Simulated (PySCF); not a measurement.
C₃H₅Cl₂F, SMILES F[C@H](C)C(Cl)Cl. The structure is a stationary point at PBE-D3(BJ)/def2-SVP. The structure was generated by enumeration; whether it is a known compound was not checked. One conformer was computed; it need not be the lowest.

Computed equilibrium geometry at PBE-D3(BJ)/def2-SVP (PySCF confirms it by a frequency run) as bond lengths and angles (one conformer of several):
Atoms: C1 C2 F3 C4 Cl5 Cl6 H7 H8 H9 H10 H11. Bonded distances (Å): C1–C2 1.519, C1–H7 1.107, C1–H8 1.107, C1–H9 1.108, C2–F3 1.383, C2–C4 1.534, C2–H10 1.115, C4–Cl5 1.794, C4–Cl6 1.796, C4–H11 1.106. Bond angles (°): C2–C1–H7 110.1, C2–C1–H8 109.3, C2–C1–H9 111.0, H7–C1–H8 109.0, H7–C1–H9 108.9, H8–C1–H9 108.5, C1–C2–F3 109.6, C1–C2–C4 113.5, C1–C2–H10 110.5, F3–C2–C4 109.5, F3–C2–H10 107.9, C4–C2–H10 105.6, C2–C4–Cl5 110.4, C2–C4–Cl6 111.8, C2–C4–H11 110.0, Cl5–C4–Cl6 110.9, Cl5–C4–H11 106.8, Cl6–C4–H11 106.7.
Charge 0, spin multiplicity 1.
